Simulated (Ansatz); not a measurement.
Level of theory: frozen-core CCSD(T)/cc-pVTZ // B3LYP-D3(BJ)/def2-TZVP (Ansatz, a program for electronic structure).

Ansatz 0.2 input:
```yaml
crystal:
  periodic: [false, false, false]
  atoms:
    - { symbol: Si, position_ang: [-0.598227, 2.33745, -0.276233] }
    - { symbol: Ga, position_ang: [0.002757, 0.008398, 0.068934] }
    - { symbol: Si, position_ang: [-1.735457, -1.656886, 0.403724] }
    - { symbol: Si, position_ang: [2.335512, -0.671867, 0.020217] }
    - { symbol: H, position_ang: [0.354265, 3.042702, -1.171407] }
    - { symbol: H, position_ang: [-1.965718, 2.506895, -0.829872] }
    - { symbol: H, position_ang: [-0.560588, 3.020552, 1.046038] }
    - { symbol: H, position_ang: [-1.283508, -2.806768, 1.227768] }
    - { symbol: H, position_ang: [-2.12685, -2.185678, -0.931931] }
    - { symbol: H, position_ang: [-2.953426, -1.086523, 1.033738] }
    - { symbol: H, position_ang: [2.63393, -1.725619, 1.023756] }
    - { symbol: H, position_ang: [2.623042, -1.239556, -1.325695] }
    - { symbol: H, position_ang: [3.27427, 0.456902, 0.24166] }
basis:
  gaussian: { orbitals: cc-pVTZ }
correlation:
  method: ccsd_t
```

Output:

```
Functional definition: HF
1576 factors; integrals over basis functions are off by at most 8.3e-4 eV
mean field evaluation 1: about -76062.9410 eV, gradient 1.8e1 eV
mean field evaluation 2: about -76063.0779 eV, gradient 1.9e1 eV
mean field evaluation 4: about -76065.3725 eV, gradient 3.4e0 eV
mean field evaluation 8: about -76065.3982 eV, gradient 1.2e-1 eV
mean field evaluation 16: about -76064.9229 eV, gradient 6.7e0 eV
mean field -76065.39827987 eV, -2795.3518278065 hartree, gradient 2.9e-6 eV, S^2 0.000000; 0 other end points of the search recorded, 0 dependent functions left out
24 core orbitals not correlated
reference -76065.39827987 eV, -2795.3518278065 hartree; 17, 17 occupied and 230, 230 virtual orbitals, 1576 factors
second order -14.75883553 eV of doubles, -0.00000000 eV of singles
cycle   1  -16.15169621 eV  change    -1.4e0 eV  update   1.2e-1
cycle   2  -16.82276277 eV  change   -6.7e-1 eV  update   3.6e-2
cycle   3  -16.91370137 eV  change   -9.1e-2 eV  update   1.6e-2
cycle   4  -16.91055317 eV  change    3.1e-3 eV  update   4.5e-3
cycle   5  -16.90779543 eV  change    2.8e-3 eV  update   1.3e-3
cycle   6  -16.90701999 eV  change    7.8e-4 eV  update   4.6e-4
cycle   7  -16.90706123 eV  change   -4.1e-5 eV  update   1.3e-4
cycle   8  -16.90711422 eV  change   -5.3e-5 eV  update   5.5e-5
cycle   9  -16.90711327 eV  change    9.6e-7 eV  update   2.3e-5
perturbative correction -0.66961142 eV, -0.0246077656 hartree
Total energy: -76082.97500455 eV, -2795.9977605246 hartree
```

Cost: roughly 22 core-minutes.
